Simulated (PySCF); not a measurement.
AlClH3OSi, BH8NSi2, BH9Si3 (calculated)

Computed with PySCF 2.14.0. Calculation on a computer-drawn molecule: the log of a Hartree-Fock and frozen-core CCSD(T) single point meant for a local Hartree-Fock minimum, with one planted fault or none, to be diagnosed. Offsets are logged minus clean, where the clean run is the same molecule without the fault. The reference is restricted for singlets and unrestricted otherwise, and also for a bond in bohr or an excited solution. Adding or removing an electron swaps singlet and doublet. The excited solution moves the top pair (singlet) or top alpha electron (doublet) to the lowest empty orbital. Highest occupied and lowest empty are orbital energies over both spins, largest force is the largest gradient component, triples share is (T) over the correlation energy, the T1 limit is 0.02 restricted and 0.045 unrestricted, electrons count all cores, a negative frequency is imaginary (commonest isotopes), and the dipole is about the centre of nuclear charge.

Common to all runs: meant charge 0; meant basis cc-pV(D+d)Z; logged SCF converged yes; possible faults no fault, one electron removed, one electron added, multiplicity raised by two, geometry at a saddle point, SCF held on an excited solution, minimal basis STO-3G, one bond length entered in bohr, all coordinates scaled.

(1) AlClH3OSi

Logged structure:
```xyz
7
AlClH3OSi
Si    -0.4621     0.4947     0.4466
O      2.5093     0.2084    -0.4014
Al     4.0214    -0.1471    -1.0184
Cl     4.1934    -1.7036    -2.4277
H     -0.9479     1.8556     0.1092
H     -0.5876     0.2671     1.9076
H      5.2929     0.6370    -0.5804
```

```
meant multiplicity                : 2
logged electrons                  : 55
logged basis functions            : 98
logged spin squared               : 0.8043
logged highest occupied           : -9.3038 eV
logged lowest empty               : -1.7656 eV
logged largest force              : 0.037964 hartree/bohr
logged dipole magnitude           : 11.311 debye
logged SCF stable within its kind : no
logged energy HF                  : -1066.89275 hartree
planted fault                     : one bond length entered in bohr, row 1 of the drawn bonds
HF energy offset from clean run   : 136.4 kcal/mol
```

Drawn bonds:
```
atom  other atom  order
   1           2      1
   2           3      1
   3           4      1
   1           5      1
   1           6      1
   3           7      1
```

Notes: coupled-cluster numbers left out as unreliable.

(2) BH8NSi2

Logged structure:
```xyz
12
BH8NSi2
Si     1.7622    -1.7968    -1.2175
B     -0.0624    -1.9114    -0.2878
N     -1.3148    -1.8315    -0.9233
Si    -1.7202    -1.6205    -2.6166
H      2.5363    -0.6583    -0.6565
H      1.6918    -1.6129    -2.6913
H      2.5343    -3.0396    -0.9536
H     -0.0565    -2.0604     0.9096
H     -2.1083    -1.9071    -0.3120
H     -1.1897    -2.7290    -3.4366
H     -3.1972    -1.6100    -2.6950
H     -1.1885    -0.3454    -3.1400
```

```
meant multiplicity                : 1
logged electrons                  : 47
logged basis functions            : 114
logged spin squared               : 0.7634
logged highest occupied           : -16.537 eV
logged lowest empty               : -7.9813 eV
logged largest force              : 0.1274 hartree/bohr
logged T1 diagnostic              : 0.020067
logged D1 diagnostic              : 0.080955
logged triples share              : 0.029251
logged CC converged               : yes
logged dipole magnitude           : 3.4705 debye
logged SCF stable within its kind : yes
logged energy HF                  : -661.36633 hartree
logged energy CCSD(T)             : -661.89076 hartree
planted fault                     : ?
```

Drawn bonds:
```
atom  other atom  order
   1           2      1
   2           3      1
   3           4      1
   1           5      1
   1           6      1
   1           7      1
   2           8      1
   3           9      1
   4          10      1
   4          11      1
   4          12      1
```

(3) BH9Si3

Logged structure:
```xyz
13
BH9Si3
Si    -2.2508     0.2357     1.8738
B     -0.2839    -0.2770     1.6858
Si     0.5979    -0.9206    -0.0307
Si     1.5706     0.9596    -1.1133
H     -2.4317     1.4327     2.7329
H     -2.9114     0.4951     0.5706
H     -2.9388    -0.9142     2.5205
H      0.4090    -0.1772     2.6629
H     -0.3749    -1.5358    -0.9712
H      1.6754    -1.9110     0.2289
H      2.6082     1.5725    -0.2483
H      2.1970     0.5460    -2.3916
H      0.5358     1.9836    -1.3995
```

```
meant multiplicity                : 1
logged electrons                  : 56
logged basis functions            : 128
logged spin squared               : 0
logged highest occupied           : -5.8885 eV
logged lowest empty               : -3.3518 eV
logged largest force              : 0.061907 hartree/bohr
logged CC converged               : no
logged dipole magnitude           : 1.523 debye
logged SCF stable within its kind : no
logged energy HF                  : -896.36711 hartree
planted fault                     : ?
```

Drawn bonds:
```
atom  other atom  order
   1           2      1
   2           3      1
   3           4      1
   1           5      1
   1           6      1
   1           7      1
   2           8      1
   3           9      1
   3          10      1
   4          11      1
   4          12      1
   4          13      1
```

Notes: CCSD not converged.

Q: Which fault was planted in the run of BH8NSi2 (entry 2)?
A: one electron removed

Q: Give the missing planted fault for BH9Si3 (entry 3).
A: SCF held on an excited solution

Further results for BH8NSi2 (entry 2):

```
HF energy offset from clean run      : 215.4 kcal/mol
CCSD(T) energy offset from clean run : 227.2 kcal/mol
```

Further results for BH9Si3 (entry 3):

```
HF energy offset from clean run : 201.3 kcal/mol
```
